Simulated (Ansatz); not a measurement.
The same ligand exchange along the group B, Al, Ga.

Gas-phase electronic energies from Ansatz, PBE0-D4/def2-TZVP geometries. CBS: MP2 limit from def2 TZ/QZ plus the TZ coupled-cluster correction, frozen cores. This one scheme is used for every species. Functionals use def2-TZVPP. For Ga outer-core shells are correlated without core-valence functions, which leaves a few kJ/mol of doubt a bond. Scalar relativity is left out up to krypton. Each species was taken in one conformer, which may not be the lowest.

| reaction | ωB97M-V (kJ/mol) | r2SCAN-D4 (kJ/mol) | CCSD(T)/def2-SVP (kJ/mol) |
| --- | --- | --- | --- |
| `NB(F)Cl` + HCl → `FB(Cl)Cl` + NH₃ | 44 | 41 | 45 |
| `[NH2][Al]([F])[Cl]` + HCl → `[F][Al]([Cl])[Cl]` + NH₃ | -59 | -61 | -60 |
| `[NH2][Ga]([F])[Cl]` + HCl → `[F][Ga]([Cl])[Cl]` + NH₃ | -66 | -68 | -64 |

**Question.** Give the CCSD(T)/CBS values in the same order. (Estimate.)

**Answer.** The calculation gave: 43, -60, -60 kJ/mol.

Largest T1 diagnostic: 0.013, for `[NH2][Ga]([F])[Cl]`.
